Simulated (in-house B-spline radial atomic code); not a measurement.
Settings and results of a run for the bromine ion Br³⁺ (an excited or competing configuration). Computed with a B-spline radial code for spherical atoms: non-relativistic Hartree-Fock, spin-polarised, averaged over the determinants with the given up and down occupations, point nucleus.

Command:
```bash
python run_scf.py task.json out
```
Settings:
```
Z                35
configuration    [Ne] 3s2 3p5 3d10 4s2 4p2 4f1
hamiltonian      nr
method           hf
spin_polarised   True
```

Output (hartree, bohr):
```
 radial grid: 50 intervals, B-splines of order 8, outer radius 28.1081 bohr

 iter        energy (Eh)    residual
    1      -2558.7315477    5.05e-01
    2      -2561.1712725    2.24e-01
    3      -2561.8766280    5.14e-02
    4      -2561.9183637    1.13e-02
    5      -2561.9207152    7.12e-03
    6      -2561.9213795    8.29e-04
    7      -2561.9213845    8.45e-05
    8      -2561.9213846    1.00e-05
    9      -2561.9213846    1.57e-06
   10      -2561.9213846    1.55e-07

 total energy                    -2561.921385
 kinetic                           2561.92139
 electron-nucleus                 -6062.78359
 electron-electron                  938.94082

 orbital      occ     eigenvalue          <r>       <r^2>       <1/r>     <1/r^2>       r_max
 1s up      1.000     -492.70074    0.0436705  0.00255408     34.5014     2391.66     0.02886
 1s down    1.000     -492.62082    0.0436648  0.00255335     34.5048     2392.05     0.02886
 2s up      1.000      -67.66594     0.193037   0.0438785     7.68076     240.549      0.1626
 2s down    1.000      -67.60896     0.192907   0.0437997     7.68282     240.575      0.1626
 2p up      3.000      -61.05266     0.167024    0.034086     7.62922     79.2536      0.1291
 2p down    3.000      -60.94583     0.167294   0.0342086     7.61899     79.0625      0.1292
 3s up      1.000      -12.19432     0.552554     0.34989     2.56689     40.2533      0.4897
 3s down    1.000      -11.80264     0.554866     0.35278     2.55098     39.6412      0.4907
 3p up      3.000       -9.79410     0.558279    0.363386      2.4514     12.9415      0.4822
 3p down    2.000       -9.58725     0.560051    0.365764     2.44707      12.932      0.4834
 3d up      5.000       -5.51778     0.564051     0.38728     2.21388      6.3216      0.4275
 3d down    5.000       -5.31857     0.565077    0.388872     2.21269      6.3245      0.4266
 4s up      1.000       -2.67019      1.49963     2.52719    0.875022     5.60563       1.342
 4s down    1.000       -2.38438      1.51181     2.57472    0.870596     5.57488       1.346
 4p up      2.000       -2.03705      1.65016     3.07803    0.789531     1.76439       1.462
 4f up      1.000       -0.52447        4.072     18.7606    0.284261   0.0968079         3.6
```

Time taken, with all properties: 0.15 s on 1 thread of Arm Neoverse V2, with other jobs on the host.
